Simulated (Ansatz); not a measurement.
**Stretch profile**

C2H2AlCl (SMILES C#[C][AlH][Cl]), singlet, at its PBE0-D4/def2-TZVP minimum:

C1  (0.271, 0.892, -1.639)
C2  (0.121, 0.342, -0.572)
Al3  (-0.092, -0.489, 1.115)
Cl4  (-1.127, -2.304, 1.185)
H5  (0.401, 1.375, -2.582)
H6  (0.469, 0.120, 2.447)
(Å)

The bond length C1–C2 (1.210 Å at the minimum) is set to the values below, the two halves moving rigidly along the bond. Each method's energies count from its own value at the PBE0-D4 minimum structure. 1 of 9 computed points, where the reference changed state or T1 grew large, are left out. Program: Ansatz 0.2.0. Basis: def2-TZVPP. Cores are frozen in the correlated methods. B3LYP uses VWN-RPA correlation.

CCSD(T) energies along the scan:
```json
{"bond length (Å)": "1.065", "CCSD(T) (kJ/mol)": "156.9"}
{"bond length (Å)": "1.107", "CCSD(T) (kJ/mol)": "77.2"}
{"bond length (Å)": "1.169", "CCSD(T) (kJ/mol)": "14.2"}
{"bond length (Å)": "1.241", "CCSD(T) (kJ/mol)": "0.4"}
{"bond length (Å)": "1.320", "CCSD(T) (kJ/mol)": "34.0"}
{"bond length (Å)": "1.406", "CCSD(T) (kJ/mol)": "105.7"}
{"bond length (Å)": "1.498", "CCSD(T) (kJ/mol)": "203.7"}
{"bond length (Å)": "1.594", "CCSD(T) (kJ/mol)": "313.5"}
```
They count from the CCSD(T) energy at the PBE0-D4 minimum.

Minimum and curvature along this coordinate at CCSD(T): A fifth-order fit through the nearest points gives 1.224 Å, with a curvature of about 94 eV/Å².

Treat the two halves as rigid bodies and work out the harmonic wavenumber of this stretch from that curvature (ν̃ = 521.5 √(k/μ) cm⁻¹ with k in eV/Å² and μ in u).

The halves weigh 13.02 and 75.45 u, so μ = 13.02 × 75.45/88.47 = 11.104 u and ν̃ = 521.5 √(94/11.104) ≈ 1500 cm⁻¹. A true normal mode mixes in other motions, so this is a guide only.

Largest difference from the CCSD(T) curve over the scan: r2SCAN-D4 43.5; B3LYP-D4 53.4; MP2 13.0 kJ/mol. Each curve counts from its own value at the minimum.

No T1 diagnostic of these runs exceeds 0.042. The T1 diagnostic is large here, which may signal multireference character or strong orbital relaxation, so CCSD(T) is less sure. The restricted Hartree–Fock reference is unstable towards an unrestricted one here.

For scale, one of the runs: CCSD(T)/def2-TZVPP, 174 basis functions (an equivalent command: `ansatz run in.yaml --threads 2`). Hardware: 2 CPU threads, shared host. Wall time 26 s; peak host memory 1.4 GiB.
